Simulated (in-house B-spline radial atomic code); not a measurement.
Whole-atom quantities along the 15-electron series, configuration 1s2 2s2 2p6 3s2 3p1/2(2) 3p3/2(1). Breit and QED terms are first order and not part of the total energy; the density at the nucleus is averaged over the nuclear charge. Computed with a B-spline radial code for spherical atoms: Dirac-Hartree-Fock, jj configuration that fills j = l - 1/2 first, finite nuclei.

| ion | Z | E/Z² (Eh) | Σ<r²> (bohr²) | n(0)/Z³ (bohr⁻³) | Lamb diamagnetic shielding (ppm) | repulsion over attraction | Breit energy (eV) | self-energy (eV) | vacuum polarisation (eV) |
| --- | --- | --- | --- | --- | --- | --- | --- | --- | --- |
| P | 15 | -1.5177 | 31.175 | 0.70288 | 965.16 | 0.16052 | 1.9021 | 1.3282 | -0.084579 |
| S+ | 16 | -1.5555 | 21.053 | 0.71481 | 1048.07 | 0.1546 | 2.3844 | 1.6735 | -0.10983 |
| Cl2+ | 17 | -1.5902 | 15.591 | 0.72679 | 1130.8 | 0.14856 | 2.9452 | 2.0779 | -0.14036 |
| Ar3+ | 18 | -1.6223 | 12.159 | 0.73914 | 1213.52 | 0.14267 | 3.5903 | 2.5469 | -0.17687 |
| K4+ | 19 | -1.6518 | 9.813 | 0.75201 | 1296.3 | 0.13704 | 4.3259 | 3.0859 | -0.22009 |
| Ca5+ | 20 | -1.6792 | 8.1189 | 0.76504 | 1379.21 | 0.1317 | 5.1581 | 3.7006 | -0.27082 |
| Sc6+ | 21 | -1.7046 | 6.8461 | 0.77824 | 1462.27 | 0.12667 | 6.0931 | 4.3968 | -0.32987 |
| Ti7+ | 22 | -1.7282 | 5.8608 | 0.79195 | 1545.52 | 0.12195 | 7.137 | 5.1803 | -0.39813 |
| V8+ | 23 | -1.7502 | 5.0799 | 0.80635 | 1628.98 | 0.11751 | 8.2961 | 6.0571 | -0.47655 |
| Cr9+ | 24 | -1.7708 | 4.4489 | 0.82094 | 1712.66 | 0.11334 | 9.5765 | 7.0333 | -0.56609 |
| Mn10+ | 25 | -1.7901 | 3.9308 | 0.83586 | 1796.6 | 0.10943 | 10.985 | 8.1152 | -0.6678 |

**Question.** With what power of Z does the column «vacuum polarisation (eV)» change over this range?

**Answer.** A fit of the logarithm of its size against log Z from Z = 15 to 25 has slope 4.04.
